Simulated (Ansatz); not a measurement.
The cluster PbSe2⁺, relaxed as a doublet with UKS r2SCAN-D4/def2-TZVP in Ansatz, starting from the GFN1-xTB geometry. Force threshold 0.02 eV/Å.

In the def2 sets Pb takes a core potential; there is no spin–orbit coupling. The relaxation made no stability test and no search for a lower SCF solution. Another isomer (doublet) lies 2.60 eV lower at PBE0-D4/def2-TZVP; other spin states weren't run for this one.

Start:

```
atom   x (Å)   y (Å)   z (Å)
 Pb1   0.001  -0.001   0.000
 Se2   0.040   1.457  -1.965
 Se3  -0.040  -1.457   1.965
```

```json
{"step": "1", "energy (eV)": "-135942.0962", "largest force component (eV/Å)": "0.587", "SCF passes": "21"}
{"step": "2", "energy (eV)": "-135942.1064", "largest force component (eV/Å)": "0.525", "SCF passes": "26"}
{"step": "3", "energy (eV)": "-135942.1237", "largest force component (eV/Å)": "0.021", "SCF passes": "26"}
{"step": "4", "energy (eV)": "-135942.1238", "largest force component (eV/Å)": "0.001", "SCF passes": "19"}
```

Force components are those of the run's own axes.

End:

```xyz
3

Pb    0.000    0.000    0.000
Se    0.039    1.430   -1.929
Se   -0.039   -1.430    1.929
```

By distances, no bond broke or formed. The bond that changes most is Pb1–Se2, from 2.45 to 2.40 Å (atoms count from 1).

No frequencies were taken in this run, so the end may be a saddle point.

Run time 11 s (4 threads of Arm Neoverse V2 on a shared host).
